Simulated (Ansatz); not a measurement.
triplet silylene (H2Si), triplet, at a GFN2-xTB geometry; PBE0/pcseg-1 in Ansatz (an electronic-structure program).

The Ansatz input:
Ansatz 0.2 input:
```yaml
crystal:
  periodic: [false, false, false]
  atoms:
    - {symbol: Si, position_ang: [-0.00639139, -0.00195053, 0.08523542]}
    - {symbol: H, position_ang: [0.04566728, 1.28384221, -0.56751131]}
    - {symbol: H, position_ang: [0.04381220, -1.25653473, -0.62578461]}
basis:
  gaussian:
    orbitals: pcseg-1.json
    final_grid: {core_spheres: 6, valence_spheres: 12, degree: 29}
hamiltonian:
  xc: pbe0
magnetization: {spin_polarized: true, initial_magnetization: 2}
```
The basis file holds pcseg-1 in the JSON format of the Basis Set Exchange.

It wrote (shortened):

```
Functional definition: PBE0
271 factors; integrals over basis functions are off by at most 1.2e-3 eV
mean field evaluation 1: about -7903.0097 eV, gradient 5.3e0 eV
mean field evaluation 2: about -7903.2454 eV, gradient 1.4e0 eV
mean field evaluation 4: about -7903.2679 eV, gradient 7.2e-2 eV
mean field evaluation 8: about -7903.2688 eV, gradient 1.1e-3 eV
mean field -7903.26883500 eV, -290.4397726584 hartree, gradient 1.7e-5 eV, S^2 2.002777; 0 other end points of the search recorded, 0 dependent functions left out
reference -7903.26886259 eV, -290.4397736720 hartree; 9, 7 occupied and 19, 21 virtual orbitals, 271 factors
Total energy: -7903.26886259 eV, -290.4397736720 hartree
```
